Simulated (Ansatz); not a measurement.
Geometry optimisation, Ansatz 0.2.0, RKS PBE/def2-SVP.

Input:

```yaml
crystal:
  periodic: [false, false, false]
  atoms:
    - { symbol: Ti, position_ang: [-0.107234, -0.101574, -0.031045] }
    - { symbol: Cl, position_ang: [-0.237841, -0.217117, 2.312294] }
    - { symbol: "N", position_ang: [1.666956, -0.037533, -0.592796] }
    - { symbol: H, position_ang: [2.266905, -0.818442, -0.874724] }
    - { symbol: H, position_ang: [2.177843, 0.853315, -0.543822] }
    - { symbol: O, position_ang: [-1.041936, 1.307549, -0.635583] }
    - { symbol: H, position_ang: [-1.951786, 1.287429, -0.984546] }
    - { symbol: O, position_ang: [-0.80304, -1.661483, -0.554246] }
    - { symbol: H, position_ang: [-1.260629, -2.314166, 0.009357] }
    - { symbol: F, position_ang: [1.351436, 2.357359, 0.971534] }
    - { symbol: H, position_ang: [1.124825, 1.876064, 1.741176] }
basis:
  gaussian: { orbitals: def2-SVP }
hamiltonian:
  xc: pbe
relax:
  f_tol: 0.03
  max_steps: 50
```

Launched with:

```bash
$ ansatz run input.yaml --threads 4 --pin off --max-ram 5120MiB --backend cpu --events-out ev --progress --plain --runs-dir out
```

Problem. Where does it end, and by what steps?

Solution. It converged. After 12 steps the energy has fallen by 0.162 eV; H11 moved furthest, 0.45 Å. Joined: Ti1–F10.

| step | energy less start (eV) | largest force component (eV/Å) | accepted |
| --- | --- | --- | --- |
| 0 | 0.0000 | 0.655 | yes |
| 1 | -0.0941 | 0.182 | yes |
| 2 | -0.0951 | 0.301 | yes |
| 3 | -0.0902 | 0.775 | no |
| 4 | -0.1198 | 0.197 | yes |
| 5 | -0.1379 | 0.255 | yes |
| 6 | -0.1436 | 0.498 | yes |
| 7 | -0.1521 | 0.375 | yes |
| 8 | -0.1175 | 1.295 | no |
| 9 | -0.1596 | 0.114 | yes |
| 10 | -0.1604 | 0.108 | yes |
| 11 | -0.1616 | 0.036 | yes |
| 12 | -0.1617 | 0.014 | yes |

```xyz
11
Properties=species:S:1:pos:R:3
Ti -0.001 0.119 0.072
Cl -0.169 -0.049 2.423
N 1.719 -0.032 -0.651
H 2.106 -0.858 -1.119
H 2.331 0.784 -0.759
O -0.995 1.411 -0.706
H -1.839 1.188 -1.141
O -0.749 -1.431 -0.343
H -1.083 -2.224 0.110
F 1.062 2.039 1.056
H 0.804 1.584 1.875
```

The run took 31 s on 4 threads of Arm Neoverse V1, with other jobs on the host, peak memory 0.22 GiB.
